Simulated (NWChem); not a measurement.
Species: SiH₂OBrF; SMILES O[SiH](F)Br

```xyz
6

Si    -0.0109     0.9486     0.3846
O     -1.3567     1.6709    -0.2504
F      1.3469     1.5595    -0.2796
Br     0.0135    -1.2384    -0.0439
H     -0.0050     1.2134     1.8443
H     -1.5821     1.4459    -1.1708
```
Atoms are numbered in this order, from 1.

Results from NWChem. Pople sets run with spherical d functions. The geometry was optimised at PBE-D3(BJ)/def2-SVP.

Task: Taking PBE0/6-311G** as the yardstick, which of these has the fewest basis functions while keeping “highest occupied level (eV)” within 0.2 eV of it: PBE0/3-21G; PBE0/6-31G*; PBE0/STO-3G?

Result: PBE0/6-31G*.
```csv
level,basis functions,highest occupied level (eV),relative time (rough)
PBE0/STO-3G,39,-5.14,1
PBE0/3-21G,57,-8.68,1
PBE0/6-31G*,82,-8.82,5
PBE0/6-311G**,118,-8.93,7
```

The yardstick is one finite set, not the basis-set limit.
